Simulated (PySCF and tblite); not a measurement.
C9H7F3O, numbered as in [OH:1][c:2]1[cH:3][cH:4][c:5]2[c:6]([cH:7]1)[C@H:8]([C:9]([F:10])([F:11])[F:12])[CH2:13]2. The ensemble was built from 60 distance-geometry starts (ETKDG and KDG, MMFF94s, GFN2-xTB) and rests on GFN2-xTB geometries. Energies: PBE0-D3(BJ)/6-31G*, with GFN2-xTB thermal terms (modes under about 100 cm⁻¹ blended into free rotors). Symmetry numbers and mirror images are counted. Conformers within 2.5 kcal/mol (GFN2-xTB free energy) were kept, 3 at most. GIAO shieldings: PBE0/6-31G*. Shifts are against TMS (¹H), TMS (¹³C), CFCl3 (¹⁹F) at the same level. Codes: tblite and PySCF.

Torsions listed: H1–O1–C2–C3. The 4-ring runs over atoms 5–6–8–13.

Two conformers hold nearly all the population. I: 4-ring flat; -179°; δ(H3) = 6.88 ppm. II: 4-ring flat; -1°; δ(H3) = 6.33 ppm. The average over the ensemble at 298.15 K is 6.63 ppm.

(1) What populations and free-energy difference follow from a two-state model?

Answers

(1) p(I) = (6.63 − 6.33)/(6.88 − 6.33) = 0.55, so K = p(II)/p(I) = 0.83 and G(II) − G(I) = −RT ln K = 0.11 kcal/mol. The weights computed directly are 54.1 % and 45.9 %.


Conformer gaps in 6-31G* on xTB geometries can be 2 kcal/mol off for S=O, P=O and other polar bonds.